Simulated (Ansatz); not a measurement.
Reaction: NaOH (SMILES [OH][Na]) → NaOH+ (parent SMILES [OH][Na], doublet) + e-
Each species at its own B3LYP-D3(BJ)/def2-TZVP minimum (Ansatz, a quantum-chemistry and plane-wave program).

Total energies in hartree (Ansatz). Radicals and triplets start from unrestricted determinants; spin-orbit coupling is neglected. Correlated methods leave the cores frozen. No relativity. The spin of HNaO+ (parent SMILES [OH][Na], doublet) was assumed, and the state is the lowest solution found for it.

| species | HF/def2-TZVPP | CCSD(T)/def2-TZVPP | HF/def2-QZVPP | CCSD(T)/def2-QZVPP | CCSDT(Q)/def2-QZVPP |
|---|---|---|---|---|---|
| 1: NaOH (SMILES [OH][Na]) | -237.33458 | -237.61218 | -237.34604 | -237.64646 | -237.64700 |
| 2: NaOH+ (parent SMILES [OH][Na], doublet) | -237.12070 | -237.33683 | -237.13069 | -237.36404 | -237.36454 |

**Question.** Work out the adiabatic ionisation energy (electronic) in eV: take Hartree-Fock from def2-QZVPP, extrapolate the CCSD(T) correlation energy as X^-3 (X = 3, 4), and add CCSDT(Q) - CCSD(T) in def2-QZVPP. 1 hartree = 27.211 eV.

**Answer.** 
Species 1: correlation (64·(-0.30042) - 27·(-0.27760))/37 = -0.31707; step -0.00054; E1 = -237.34604 + (-0.31707) + (-0.00054) = -237.66365
Species 2: correlation (64·(-0.23335) - 27·(-0.21613))/37 = -0.24592; step -0.00050; E2 = -237.13069 + (-0.24592) + (-0.00050) = -237.37711
-1·E1 +1·E2 = 0.28654 hartree = 7.80 eV.
